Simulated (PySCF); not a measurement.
Mo(O)(NH)(Cl)2 (Cl2HMoNO), SMILES [NH]=[Mo](=[O])([Cl])[Cl], multiplicity 1.

Geometry: PBE-D3(BJ)/def2-SVP. The spin state was assumed, not searched. The structure was generated by enumeration; whether it is a known compound was not checked. The def2 effective core potentials stand for the cores of Mo; spin–orbit coupling is left out.

Calculation: PBE/def2-TZVP in PySCF.

Symmetry labels are those of the subgroup Cs that the program uses (full group Cs).

Computed valence orbital energies around the gap with their symmetry:
```csv
orbital,symmetry,energy (eV)
HOMO−7,A',-10.09
HOMO−6,A',-10.08
HOMO−5,A',-8.83
HOMO−4,A",-8.81
HOMO−3,A',-8.44
HOMO−2,A",-8.19
HOMO−1,A",-7.75
HOMO,A',-7.56
LUMO,A',-4.09
LUMO+1,A",-3.53
LUMO+2,A",-3.09
LUMO+3,A',-2.64
```
